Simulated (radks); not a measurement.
The numbers below are computed, except where a source is named.
Initial-state core-level shifts of neutral bromine when its valence configuration changes from [Ar] 3d10 4s2 4p5. Code: a radial shooting solver on a logarithmic mesh with Libxc functionals. Model: scalar-relativistic Kohn-Sham, r2SCAN, spin-polarised, spherical densities, finite nucleus; open shells are filled with parallel spins first; meta-GGA in the generalised Kohn-Sham scheme; Fermi nuclear charge, rms radius 4.1629 fm. Shifts are changes of the shell-averaged eigenvalues in eV (positive: less bound); the change of the density at the nucleus, which sets a Mossbauer isomer shift, is in e/bohr^3, on a base of 4.495e+04.

\begin{tabular}{lrrrrr}
valence & 2s & 2p & 3s & 3p & density at nucleus \\ \hline
3d10 4s1 4p6 & -1.697 & -1.699 & -1.706 & -1.700 & -33.481 \\
3d9 4s2 4p6 & -16.914 & -16.862 & -12.732 & -12.495 & +18.830 \\
3d9.5 4s2 4p5.5 & -8.352 & -8.325 & -6.346 & -6.225 & +9.259 \\
\end{tabular}
